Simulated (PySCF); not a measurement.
All of these have the formula C4H8OSi2. Method used: TDDFT wB97X-D/def2-SVPD, vertical, gas phase, core orbitals frozen in the response (PySCF). Geometries: PBE0-D3(BJ)/def2-SVP; one conformer of each isolated species. Triplets are in the Tamm–Dancoff approximation. 'Strongest' means the level of largest summed f among the lowest 10 singlets; it needn't be the same kind of state in each.

**Question.** Rank by computed LUMO energy, highest first.
A. `c1coc([SiH2][SiH3])c1`
B. `[SiH3]O[SiH]1C=CC=C1`
C. `C#C[C@@H]1C[SiH2]O[SiH2]1`
D. `O[SiH]1C=C[SiH2]C=C1`

**Answer.** C (1.71 eV), A (1.26 eV), D (0.45 eV), B (-0.08 eV).

```tsv
SMILES	LUMO (eV)	strongest (eV)	α (au)	S1 (eV)	T1 (eV)	f (strongest)	S1 mainly
C#C[C@@H]1C[SiH2]O[SiH2]1	1.71	8.02	96.4	6.24	5.37	0.06	H→L+1 (27%)
[SiH3][SiH2]c1ccco1	1.26	5.77	107.8	5.77	3.91	0.40	H→L (95%)
O[SiH]1C=C[SiH2]C=C1	0.45	7.25	99.1	5.33	4.10	0.58	H→L (87%)
[SiH3]O[SiH]1C=CC=C1	-0.08	7.50	95.7	4.23	2.64	0.12	H→L (98%)
```

H and L stand for HOMO and LUMO.

- `C#C[C@@H]1C[SiH2]O[SiH2]1`: Löwdin shares by element: HOMO carbon 77% or more, silicon 8% or more (atoms not listed hold the other 16%); LUMO silicon 43%, oxygen 15%, hydrogen 7% or more (atoms not listed hold the other 34%).
- `[SiH3][SiH2]c1ccco1`: Löwdin shares by element: HOMO carbon 75% (atoms not listed hold the other 25%); LUMO carbon 46% or more, oxygen 13% (atoms not listed hold the other 41%).
- `O[SiH]1C=C[SiH2]C=C1`: Löwdin shares by element: HOMO carbon 54% (atoms not listed hold the other 46%); LUMO carbon 59% (atoms not listed hold the other 41%).
- `[SiH3]O[SiH]1C=CC=C1`: Löwdin shares by element: HOMO carbon 88%; LUMO carbon 72% (atoms not listed hold the other 28%).
